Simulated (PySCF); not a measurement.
# Fractional electron number in K(2+) (potassium, charge +2)

The 3p beta orbital of [Ne] 3s2 3p5 is emptied in steps (occupation f), with all orbitals relaxed, ending at [Ne] 3s2 3p4. All numbers are calculated (PySCF 2.14, the spin-free X2C one-electron Hamiltonian (Gaussian nucleus), in aug-cc-pVTZ-X2C (7s6p4d2f, 59 functions)). The exact energy is a straight line in f; departures are measured from the line between the end points of the same method.

```tsv
f	UHF (eV)	LDA (eV)	PBE (eV)	PBE0 (eV)	r2SCAN (eV)	LC-wPBE (eV)	BHandHLYP (eV)	wB97X (eV)	TPSS (eV)	M06-2X (eV)
1	0.000	0.000	0.000	0.000	0.000	0.000	0.000	0.000	0.000	0.000
0.8	0.060	-1.269	-1.235	-0.917	-1.163	-0.444	-0.609	-0.506	-1.200	-0.639
0.6	0.088	-1.901	-1.844	-1.370	-1.727	-0.658	-0.916	-0.753	-1.791	-0.959
0.4	0.085	-1.896	-1.834	-1.363	-1.703	-0.649	-0.918	-0.747	-1.779	-0.953
0.2	0.055	-1.260	-1.214	-0.902	-1.112	-0.424	-0.613	-0.495	-1.176	-0.618
0	0.000	0.000	0.000	0.000	0.000	0.000	0.000	0.000	0.000	0.000
```

| method | E(f=0) − E(f=1) (eV) | −ε at f=1 (eV) | −ε at f=0.4 (eV) |
| --- | --- | --- | --- |
| UHF | 46.152 | 46.544 | 46.067 |
| LDA | 47.682 | 39.746 | 49.289 |
| PBE | 47.489 | 39.751 | 49.077 |
| PBE0 | 47.521 | 41.773 | 48.700 |
| r2SCAN | 47.566 | 40.242 | 49.128 |
| LC-wPBE | 47.683 | 44.887 | 48.278 |
| BHandHLYP | 47.436 | 43.634 | 48.190 |
| wB97X | 47.592 | 44.415 | 48.243 |
| TPSS | 47.519 | 39.987 | 49.070 |
| M06-2X | 47.568 | 43.580 | 48.425 |

Orbital energy along the path (eV):

```tsv
f	UHF	LDA	PBE	PBE0	r2SCAN	LC-wPBE	BHandHLYP	wB97X	TPSS	M06-2X
1	-46.544	-39.746	-39.751	-41.773	-40.242	-44.887	-43.634	-44.415	-39.987	-43.580
0.8	-46.367	-42.930	-42.881	-44.098	-43.253	-46.039	-45.146	-45.711	-43.044	-45.167
0.6	-46.209	-46.116	-45.997	-46.412	-46.230	-47.176	-46.665	-46.992	-46.079	-46.776
0.4	-46.067	-49.289	-49.077	-48.700	-49.128	-48.278	-48.190	-48.243	-49.070	-48.425
0.2	-45.938	-52.432	-52.092	-50.940	-51.875	-49.319	-49.726	-49.459	-51.986	-50.025
0	-45.821	-55.520	-55.000	-53.105	-54.334	-50.271	-51.286	-50.686	-54.790	-51.257
```

Reference removal energy between the ground levels: 45.803 eV (semi-empirical (NIST evaluation); NIST Atomic Spectra Database, ionization energies). The calculation has no spin-orbit coupling. UHF lacks correlation.
